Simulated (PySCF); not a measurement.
Radial density of V⁺ (vanadium, charge +1)

UHF, [Ar] 3d4, high-spin 5D determinant. Computed with PySCF 2.14 in aug-cc-pVDZ (7s6p4d2f, 59 functions), with no relativity, point nucleus.

| r (bohr) | 4πr²ρ (e/bohr) | 4πr²(ρα − ρβ) |
| --- | --- | --- |
| 0.00118 | 0.1360 | 0.0000 |
| 0.00199 | 0.3707 | 0.0000 |
| 0.00335 | 0.9856 | 0.0000 |
| 0.00563 | 2.511 | -0.0001 |
| 0.00947 | 5.956 | -0.0002 |
| 0.0159 | 12.54 | -0.0005 |
| 0.0268 | 21.66 | -0.0008 |
| 0.0450 | 27.28 | -0.0009 |
| 0.0758 | 23.12 | 0.0001 |
| 0.127 | 21.89 | 0.0125 |
| 0.214 | 29.65 | 0.1248 |
| 0.361 | 16.93 | 0.6781 |
| 0.607 | 9.635 | 1.9161 |
| 1.02 | 10.74 | 2.5430 |
| 1.72 | 3.032 | 1.4876 |
| 2.89 | 0.3873 | 0.3495 |
| 4.85 | 0.01839 | 0.0183 |
| 8.17 | 0.0001311 | 0.0001 |
